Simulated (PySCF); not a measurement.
Species: trans-Ag(H2O)2F2 (doublet state).
Cartesian coordinates in Å at the PBE0-D3(BJ)/def2-SVP level; atoms count from 1:
```xyz
9
AgF2H4O2 angstrom
Ag    -0.001   -0.003    0.000
O      2.221   -0.198   -0.213
H      1.925   -1.137   -0.388
H      2.674   -0.205    0.639
F     -0.479    1.888    0.480
O     -2.224    0.201    0.217
H     -2.676    0.207   -0.636
H     -1.924    1.139    0.388
F      0.484   -1.892   -0.486
```

Computed, not measured: PBE0-D3(BJ)/def2-SVP geometry optimisation, gas phase, def2 core potentials past Kr (PySCF 2.14.0).

Q: Which atoms are bound to Ag1, and at what distances?

A: 4 atoms: F5 2.009 Å, F9 2.010 Å, O2 2.242 Å, O6 2.242 Å. The nearest atom not counted as bound is H3, at 2.27 Å (others tie with it).

Q: List the angles at Ag1.

A: 
| angle | degrees | distance of the outer atoms (Å) |
| --- | --- | --- |
| O2–Ag1–O6 | 179.7 | 4.48 |
| F5–Ag1–F9 | 179.7 | 4.02 |
| O6–Ag1–F9 | 110.4 | 3.49 |
| O2–Ag1–F5 | 109.9 | 3.48 |
| O2–Ag1–F9 | 69.9 | 2.44 |
| F5–Ag1–O6 | 69.8 | 2.44 |

Q: Describe the arrangement about Ag1 in numbers.

A: Angles from 69.8° to 179.7°; τ4 = (360° − α − β)/141° = 0.00 with α and β the two widest (0 for a square, 1 for a tetrahedron).

Q: What are the other bond lengths?

A: O2–H3, O6–H8 0.999 Å; O2–H4, O6–H7 0.965 Å.

Q: What are the rotational constants (commonest isotopes, rigid rotor)?

A: A = 4626, B = 2178, C = 1493 MHz: an asymmetric top.

Point group: Ci (tolerance 0.08 Å). Charge 0, doublet. ⟨S²⟩ = 0.753 (exact for a doublet: 0.75). PBE0-D3(BJ)/def2-SVP frequencies: not computed here.

Neither the SCF state along the optimisation nor the shape of the open-shell metal species was proved the lowest: other solutions of the same spin, or a structure of lower symmetry, can lie below.
